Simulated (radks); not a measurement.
Problem. The aluminium ion Al2+, 11 electrons, occupied as [Ne] 3s1. All-electron calculation, non-relativistic Kohn-Sham, PBE, spin-polarised, spherical densities, point nucleus; open shells are filled with parallel spins first. Program: a radial shooting solver on a logarithmic mesh with Libxc functionals. Some entries of the table are withheld. Estimate them.

| orbital | occ. | eigenvalue (hartree) | <r^2> (bohr^2) |
|---|---|---|---|
| 1s up | 1 | -56.18186 | 0.01956 |
| 1s down | 1 | -56.17731 | 0.01956 |
| 2s up | 1 | -4.71665 | (1) |
| 2s down | 1 | -4.70771 | (2) |
| 2p up | 3 | -3.31962 | (3) |
| 2p down | 3 | -3.31046 | (4) |
| 3s up | 1 | -0.89814 | 5.514 |
| 3p up | 0 | -0.65680 | 7.386 |

Solution. 
(1) 2s up <r^2> (bohr^2): 0.4711
(2) 2s down <r^2> (bohr^2): 0.4696
(3) 2p up <r^2> (bohr^2): 0.4602
(4) 2p down <r^2> (bohr^2): 0.4570
